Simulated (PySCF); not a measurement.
## Two-component Hartree-Fock for W (tungsten, neutral)

Start: [Xe] 4f14 5d6; 5d3/2 filled at m_j = +3/2; 5d5/2 filled at m_j = -3/2, -1/2, +1/2, +3/2, +5/2. Calculated with PySCF 2.14 in x2c-TZVPall-2c (11s11p10d2f, 108 functions): generalised Hartree-Fock with the X2C-1e Hamiltonian and a Gaussian nucleus; spin-orbit coupling (SO) screened by Boettger's factors. This is a chosen level, not necessarily the ground level.

| spinor shell | electrons | ε, screened SO (eV) | weight of nominal j (screened SO) | rms radius, screened SO (bohr) |
| --- | --- | --- | --- | --- |
| 1s1/2 | 2 | -69876.0 | 1.000 | 0.0208 |
| 2s1/2 | 2 | -12196.4 | 1.000 | 0.0838 |
| 2p1/2 | 2 | -11641.9 | 1.000 | 0.0713 |
| 2p3/2 | 4 | -10283.6 | 1.000 | 0.0787 |
| 3s1/2 | 2 | -2867.8 | 1.000 | 0.214 |
| 3p1/2 | 2 | -2621.3 | 1.000 | 0.206 |
| 3d3/2 | 4 | -1912.1 | 1.000 | 0.195 |
| 3d5/2 | 6 | -1847.7 | 1.000 | 0.199 |
| 4s1/2 | 2 | -620.94 | 1.000 | 0.478 |
| 4p1/2 | 2 | -517.38 | 1.000 | 0.486 |
| 4p3/2 | 4 | -447.46 | 1.000 | 0.519 |
| 4d3/2 | 4 | -276.82 | 1.000 | 0.544 |
| 4d5/2 | 6 | -263.71 | 1.000 | 0.555 |
| 5s1/2 | 2 | -89.953 | 1.000 | 1.16 |
| 5p1/2 | 2 | -56.169 | 0.997 | 1.28 |
| 5p3/2 | 4 | -47.020 | 0.869 | 1.32 |
| 4f5/2 | 6 | -47.420 | 0.923 | 0.747 |
| 4f7/2 | 8 | -45.350 | 0.991 | 0.681 |
| 5d3/2 | 1 | -6.104 | 0.975 | 2.42 |
| 5d5/2 | 5 | -5.592 | 0.895 | 2.58 |

Problem. Where does 3p3/2 lie, and what is the 3p spin-orbit splitting (screened SO)?

Solution. At -2322.6 eV, 298.72 eV above 3p1/2.

```csv
quantity,screened SO
E (hartree),-16149.31473
M_J,4
⟨J²⟩,22.921
⟨L²⟩,20.286
⟨S²⟩,1.690
```

The determinant has a definite M_J but mixes levels of different J.

Each row is a mean over spinors that exchange with the open shell spreads, by up to 3.638 eV (5p3/2).

Rows whose weight is well below 1 are mixtures of j = l ± 1/2: exchange outweighs spin-orbit coupling there, and the label is only the starting occupation.

Breit and QED terms are absent; they matter most for the inner s and p1/2 levels.

Densities and radii are taken from the X2C orbitals without a picture-change correction, which distorts them close to the nucleus.
